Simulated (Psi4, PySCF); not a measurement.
CH₄, charge +1, doublet, at a GFN2-xTB geometry (a state made from the parent by changing its charge; the spin is typed, not shown lowest), atoms displaced at random by about 0.08 Å a coordinate. Base run: PBE0/def2-SVP, gradient (PySCF).

Here is a job for PySCF.
```python
from pyscf import gto, scf, dft

mol = gto.Mole()
mol.atom = '''
    C    -0.049349   -0.003546    0.038800
    H    -0.948328   -0.061615   -0.605047
    H     0.187755    1.020290   -0.101805
    H    -0.351170   -0.631305    0.947576
    H     0.959205   -0.398640   -0.029844
'''
mol.basis = 'def2-svp'
mol.charge = 1
mol.spin = 1
mol.verbose = 4
mol.build()

mf = dft.UKS(mol)
mf.xc = 'pbe0'
mf.kernel()
g = mf.nuc_grad_method()
grad = g.kernel()
```

Programs used: Psi4, PySCF; a row that names a program was run with it.

The coordinate followed is y of atom 2.

The base run was repeated with changes; each row names its change, and settings that it needs were set with it.

| change | dE/dx (Eh/bohr) | net force (Eh/bohr) |
|---|---|---|
| base | -0.000689 | 0.000002 |
| grids.level = 0; grid_response = off | -0.000794 | 0.000928 |
| conv_tol = 1e-11 | -0.000689 | 0.000002 |
| grids.level = 1; grid_response = off | -0.000684 | 0.000016 |
| grids.level = 1; grid_response = on | -0.000710 | 0.000000 |
| grids.level = 0; grid_response = on | 0.000037 | 0.000000 |
| finite difference step (bohr) = 0.2; conv_tol = 1e-11 | -0.000914 | - |
| code = psi4 | -0.000689 | 0.000002 |
| density fitting = on; auxbasis_response = off | -0.000688 | 0.000156 |
| finite difference step (bohr) = 1e-4; conv_tol = 1e-11 | -0.000689 | - |
| grids.level = 5; grid_response = off | -0.000689 | 0.000000 |
| grids.level = 5; grid_response = on | -0.000689 | 0.000000 |

The net force is zero for an exact gradient.

Open shells are given as the SCF converged; they aren't shown to be the lowest states, and a large step between rows can be another state.
